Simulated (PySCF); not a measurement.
Constitutional and geometric isomers with formula C2H5N. Gas-phase values, no solvent. One relaxed conformer stands for each flexible species; it need not be the lowest. Strings in code marks are SMILES.

The HOMO–LUMO gap from two functionals at the same geometries (PBE0-D3(BJ)/def2-TZVP), both in PySCF: PBE-D3(BJ)/def2-TZVP and ωB97X-D3(BJ)/def2-TZVP. 

| species | PBE-D3(BJ)/def2-TZVP (eV) | ωB97X-D3(BJ)/def2-TZVP (eV) |
|---|---|---|
| `C=CN` | 4.88 | 11.39 |
| `CN=C` | 4.45 | 11.92 |
| `[H]/N=C\C` | 4.88 | 12.50 |

Over these rows, drawn at random from the members with no instability flagged (it was tested for open shells, ions and some series alone), PBE minus ωB97X-D3(BJ): mean -7.19 eV, from -7.62 eV to -6.50 eV.
